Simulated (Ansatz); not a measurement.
`ClC[SiH](Cl)I` + H₂ → `Cl[SiH2]I` + `CCl` at 700 K and 1 bar (hydrogenolysis of the Si–C bond).

Gas-phase electronic energies from Ansatz, PBE0-D4/def2-TZVP geometries. CCSD(T)/CBS is the MP2 limit (def2-TZVPP, def2-QZVPP) plus CCSD(T) − MP2 in def2-TZVPP, frozen cores. This one scheme is used for every species. def2 core potentials past Kr. For I outer-core shells are correlated without core-valence functions, which leaves a few kJ/mol of doubt a bond. Each species was taken in one conformer, which may not be the lowest.

```
        species  CCSD(T)/CBS energy (Eh)  H − E (kJ/mol)  S (J/(mol·K))
`ClC[SiH](Cl)I`              -1546.03243           177.3          486.4
             H₂                 -1.17544            46.8          155.3
    `Cl[SiH2]I`              -1047.58245            97.2          378.9
          `CCl`               -499.63220           131.4          278.6
```

H − E and S are ideal-gas, rigid-rotor, harmonic terms from PBE0-D4/def2-TZVP, for one conformer and one mirror image of each species. The MP2-based limit puts H₂ 0.8 mEh under its directly extrapolated value; such offsets cancel only in part. 1 Eh = 2625.50 kJ/mol, R = 8.31446 J/(mol·K).

**Question.** By hand: ΔE, ΔH, ΔS and ΔG.

**Answer.** ΔE = (-1047.58245) + (-499.63220) − (-1546.03243) − (-1.17544) = -0.00678 Eh = -17.8 kJ/mol. Δ(H − E) = 97.2 + 131.4 − 177.3 − 46.8 = 4.5, so ΔH = -13.3 kJ/mol. ΔS = 378.9 + 278.6 − 486.4 − 155.3 = 15.8 J/(mol·K). ΔG = -13.3 − 700 × (15.8)/1000 = -24.4 kJ/mol.

**Question.** By hand: the equilibrium constant, and the temperature at which ΔG would vanish if ΔH and ΔS stayed fixed.

**Answer.** log₁₀ K = −ΔG/(RT ln 10) = 1.8. ΔH and −TΔS have one sign here, so there is no such temperature.

TΔS isn't small against ΔH here. A doubt of 5 kJ/mol in ΔE shifts log₁₀ K by 0.4 here. Other conformers and mirror images would add mixing entropy, several J/(mol·K) or more a flexible species. Modes under 60 cm⁻¹, often nearly free rotors, make the harmonic entropy too high. These are equilibria of isolated gas molecules and say nothing of rates. Largest T1 diagnostic: 0.009 (customary marks: 0.02 for closed shells, 0.045 for open ones).
